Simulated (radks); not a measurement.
Results of a calculation; reference values are marked as such.
Valence configurations of the europium ion Eu+ (all share [Xe]). Level of theory: Dirac Kohn-Sham, BLYP, spin-unpolarised, spherical densities, point nucleus; open shells fill j = l - 1/2 first (a radial shooting solver on a logarithmic mesh with Libxc functionals). Energies are relative to 4f7 6s1; eigenvalues in eV.

valence,E (eV),e(4f5/2),e(4f7/2),e(5d3/2),e(6p1/2),e(6p3/2)
4f7 6s1,0.000,-8.874,-8.261,-,-,-
4f5 6s1 6p2,21.729,-28.444,-,-,-8.287,-
4f7 6s0.5 6p0.5,1.506,-9.412,-8.798,-,-5.839,-
4f4 6s2 6p2,42.387,-39.156,-,-,-9.139,-
4f8,2.572,-3.612,-3.058,-,-,-
4f5 5d0.5 6s1 6p1.5,18.680,-26.557,-,-13.505,-7.786,-
4f6 6s1.5 6p0.5,4.540,-17.386,-,-,-6.759,-
4f5 5d0.5 6p2.5,22.937,-27.636,-,-14.372,-8.254,-7.691
4f6 6s1 6p1,6.302,-17.902,-,-,-6.989,-
4f5 5d1 6s1 6p1,16.008,-24.702,-,-12.246,-7.273,-

NIST lists [Xe] 4f7 6s1 as the ground configuration; this level of theory agrees among the configurations tried. The energies are those of spherical spin-averaged densities, not of single terms.
